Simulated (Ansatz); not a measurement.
## Energy profile

The step: Si₂H₄OF₂ ([F][SiH]([F])[O][SiH3]) + NH₃ + HF → SiNH₃F₂ ([NH2][SiH]([F])[F]) + SiH₄O ([OH][SiH3]) + HF; bonds formed: O2–H9, H7–F10; dative contacts that become bonds: Si1–N8; bonds broken: Si1–O2, H7–N8, H9–F10 (atoms numbered as in the saddle structure below).

```xyz
15
angstrom
Si -0.6787 -0.0677 1.1908
O -0.0033 -0.3848 -0.6766
Si 0.8106 -1.7010 -1.3035
F 0.4375 -1.1415 1.5959
F -1.1793 0.2826 2.6973
H -1.9762 -0.4691 0.6390
H -0.3022 1.8882 -0.3081
N -0.0653 1.6116 0.8703
H -0.1949 0.4699 -1.2432
F -0.4462 1.8061 -1.4838
H 2.2238 -1.6883 -0.8590
H 0.1339 -2.9311 -0.8364
H 0.7399 -1.5871 -2.7796
H 0.9475 1.6478 0.9502
H -0.4471 2.2642 1.5466
```

Electronic energies by CCSD(T) at an estimated basis limit (MP2 extrapolated from triple and quadruple zeta, plus CCSD(T) − MP2 in triple zeta), on PBE0-D4/def2-TZVP structures; Si2NH8OF3, closed shell; no counterpoise correction. Computed with Ansatz 0.2.0 (basis: def2-TZVPP and def2-QZVPP); correlated methods freeze the cores. Extrapolation: Hartree–Fock as exp(−7.88 √X), correlation as X^−2.97.

Give the profile in kcal/mol, counted from the separated reactants. (Judge from chemistry; the value comes from the calculation.)

Computed:
| point | kcal/mol |
| --- | --- |
| separated: Si2H4OF2 (linked as [F][SiH]([F])[O][SiH3]; Si1, O2, Si3, F4, F5, H6, H11, H12, H13; singlet) + NH3 (H7, N8, H14, H15; singlet) + HF (H9, F10; singlet) | 0.00 |
| start structure | -4.00 |
| saddle | 6.73 |
| end structure | -0.15 |
| separated: SiNH3F2 (linked as [NH2][SiH]([F])[F]; Si1, F4, F5, H6, N8, H14, H15; singlet) + SiH4O (linked as [OH][SiH3]; O2, Si3, H9, H11, H12, H13; singlet) + HF (H7, F10; singlet) | 16.10 |

T1 diagnostic: at most 0.012.

For scale, one of the runs: CCSD(T)/def2-TZVPP, 351 basis functions, launched by `ansatz run in.yaml --threads 4 --pin off --events-out ev --progress --plain --max-ram 66560MiB --backend cuda --devices 0, --max-vram 37GiB`. The run took 13 s on 4 CPU threads of an AMD EPYC 7R13 and a share of one NVIDIA H100 (shared host), with 0.84 GiB of host memory at its peak.
